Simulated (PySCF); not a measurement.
F₆W, charge -1, doublet, at a GFN2-xTB geometry (such geometries of metal compounds can be far from the true shape) (the multiplicity is a formal guess) (core potentials on W). Base run: DF-B3LYP/def2-SVP in PySCF.

Here is a job for PySCF.
```python
from pyscf import gto, scf, dft

mol = gto.M(
    atom='''
W    -0.00000000    0.00000000   -0.00000000
F     1.18028015   -0.48417873   -1.48163847
F    -1.18028015    0.48417873    1.48163847
F    -1.24113293    0.83242210   -1.26071620
F    -0.94301149   -1.70158375   -0.19515360
F     0.94301149    1.70158375    0.19515360
F     1.24113293   -0.83242210    1.26071620
''',
    basis='def2-svp',
    ecp={'W': 'def2-svp'},
    charge=-1,
    spin=1,
    verbose=4,
)

mf = dft.UKS(mol)
mf.xc = 'b3lyp'
mf = mf.density_fit(auxbasis='def2-universal-jkfit')
mf.kernel()
mf.analyze()
```

Variants of this job, named by their change:

| change | E (Eh) | HOMO (eV) | <S^2> | core-seconds (rough) | outcome |
|---|---|---|---|---|---|
| base | -666.07465 | -1.11 | 0.752 | 30 | converged |
| functional = tpssh | -666.02295 | -0.40 | 0.753 | 90 | converged |
| functional = lda,vwn | - | - | - | - | not converged |
| functional = pbe0 | -665.46627 | -1.54 | 0.753 | 30 | converged |
| functional = pbe0; dispersion = d4 | -665.47146 | -1.54 | 0.753 | 30 | converged |
| functional = r2scan | -665.85648 | 0.01 | 0.754 | 80 | converged |
| functional = pw91,pw91 | -665.98865 | 0.66 | 0.752 | 40 | converged |
| functional = lc_wpbe | -665.75111 | -4.58 | 0.752 | 100 | converged |
| functional = b3lyp5 | -665.81473 | -1.01 | 0.752 | 30 | converged |
| functional = m06 | -665.85195 | -1.60 | 0.753 | 70 | converged |
| functional = b97-1 | -665.86809 | -1.10 | 0.752 | 40 | converged |
| functional = wb97x_v | - | - | - | - | cut at the time limit |
| functional = hse06 | - | - | - | - | not converged |

Total energies compare only within one method and basis.

Open shells are given as the SCF converged; they aren't shown to be the lowest states, and a large step between rows can be another state.
